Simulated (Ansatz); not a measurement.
Consider the redistribution: `[OH][AlH][SiH2]O` + `[SiH3]C(Cl)Cl` → `O[SiH2][AlH][Cl]` + `OC([SiH3])Cl`.

Gas-phase electronic energies from Ansatz, PBE0-D4/def2-TZVP geometries. CBS: MP2 limit from def2 TZ/QZ plus the TZ coupled-cluster correction, frozen cores. DFT in def2-TZVPP. B3LYP here is the variant with VWN-RPA as its local correlation; programs differ in this. Each species was taken in one conformer, which may not be the lowest.

| level | ΔE (kJ/mol) |
| --- | --- |
| PBE-D4 | -30.7 |
| B3LYP | -29.7 |
| MP2/def2-QZVPP | -17.4 |
| CCSD/CBS(def2) | -25.1 |

What does CCSD(T)/CBS give? (Best estimate.)

Ansatz gave: -23.4 kJ/mol. The listed levels differ from it by -7.3, -6.3, 6.0, -1.7 kJ/mol.

Largest T1 diagnostic among the species: 0.013.

From BLYP to BHLYP (50 % exact exchange), in def2-TZVPP and without D4, ΔE moves by −7.7 kJ/mol. At CCSD(T), def2-SVP lies −22.7 kJ/mol from the extrapolated value and def2-TZVPP −1.7 kJ/mol. In def2-TZVPP, CCSD(T) changes the Hartree–Fock value by +17.3 kJ/mol (the triples alone add +1.8 kJ/mol) and MP2 by +23.4 kJ/mol.
